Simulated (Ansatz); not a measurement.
System: C₄H₂BrSe (charge 0, doublet). SMILES: Brc1c[c][se]c1
Geometry: optimised at B3LYP-D3(BJ)/def2-TZVP (Ansatz, a first-principles code).

Quantity: size of the dipole moment, in D. Set-up: non-relativistic; 6-31G* and kin with 6d, 5d where marked; no dispersion term unless named; spin-orbit terms left out; open shells spin-unrestricted; LANL2DZ with its own core potentials from Na on. First-principles rows: single points at B3LYP-D3(BJ) geometries (Ansatz).

```json
[
 {"level": "B3LYP/STO-3G", "program": "Ansatz", "size of the dipole moment (D)": "0.82"},
 {"level": "B3LYP/3-21G", "program": "Ansatz", "size of the dipole moment (D)": "0.92"},
 {"level": "B3LYP/LANL2DZ", "program": "Ansatz", "size of the dipole moment (D)": "0.91"},
 {"level": "B3LYP/6-31G", "program": "Ansatz", "size of the dipole moment (D)": "0.92"},
 {"level": "B3LYP/6-31G*", "program": "Ansatz", "size of the dipole moment (D)": "0.94"},
 {"level": "B3LYP/6-31G**", "program": "Ansatz", "size of the dipole moment (D)": "0.94"},
 {"level": "B3LYP/def2-SVP", "program": "Ansatz", "size of the dipole moment (D)": "0.92"},
 {"level": "B3LYP/6-31G* with LANL2DZ past Ar", "program": "Ansatz", "size of the dipole moment (D)": "0.88"}
]
```

No value to compare with is used here. The 8 habitual levels span 0.82 (B3LYP/STO-3G) to 0.94 D (B3LYP/6-31G**).

The sets are all those run for this method; left out are runs that failed, that the program found above a lower state of the same kind, or whose <S^2> lies over 0.5 above the pure value.
